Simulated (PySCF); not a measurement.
## Electronic absorption of C6H12O2

Species: C6H12O2.
InChI=1S/C6H12O2/c1-4(2)8-6-3-5(6)7/h4-7H,3H2,1-2H3/t5-,6+/m0/s1

The calculation used TDDFT CAM-B3LYP/def2-SVPD, vertical, gas phase, core orbitals frozen in the response (PySCF). Isolated species at its PBE0-D3(BJ)/def2-SVP geometry (one conformer only). Torsions of this conformer, `[CH3:1][CH:2]([CH3:3])[O:4][C@@H:5]1[CH2:6][C@@H:7]1[OH:8]`: C1–C2–O4–C5 69°, C2–O4–C5–C6 -95°, H–O8–C7–C6 -75°.

```csv
state,E (eV),E (kJ/mol),λ (nm),f,|μ| (D),"main configurations (H = HOMO, L = LUMO)"
S1,6.91,667,179.4,0.0045,0.42,"H→L (53%), H→L+1 (25%), H→L+3 (11%)"
S2,7.15,690,173.4,0.0084,0.56,"H-1→L (54%), H-1→L+1 (25%), H→L+3 (10%)"
S3,7.38,712,167.9,0.0056,0.45,"H→L+1 (50%), H→L+4 (17%), H→L+3 (15%)"
S4,7.57,730,163.8,0.0044,0.39,"H→L+2 (54%), H→L (9%)"
S5,7.69,742,161.3,0.0055,0.43,"H-1→L+1 (38%), H→L+2 (18%), H→L+3 (14%)"
S6,7.80,752,159.0,0.030,1.00,"H→L+3 (32%), H-1→L+3 (21%)"
```

The lowest singlet comes at 179 nm (667 kJ/mol) in the vacuum ultraviolet; it is very weak; its leading configuration is HOMO→LUMO (53%). The most intense listed level is S6 at 7.80 eV (159 nm, f = 0.030), 0.89 eV above S1. It is the last of those listed, so stronger ones may follow. Löwdin shares by element: HOMO oxygen 44%, carbon 35% or more (atoms not listed hold the other 21%); LUMO carbon 33% or more, hydrogen 7% or more (atoms not listed hold the other 60%). The oscillator strengths of these states sum to 0.058; summed over the whole spectrum of an exact calculation they would give the number of electrons, 64 (Thomas–Reiche–Kuhn). The listed states span 0.89 eV. Weighted by f, the mean energy of these states is 7.57 eV. Singlets were solved by full linear response.

The run took about 1.8 min of CPU time (one thread, shared machine).
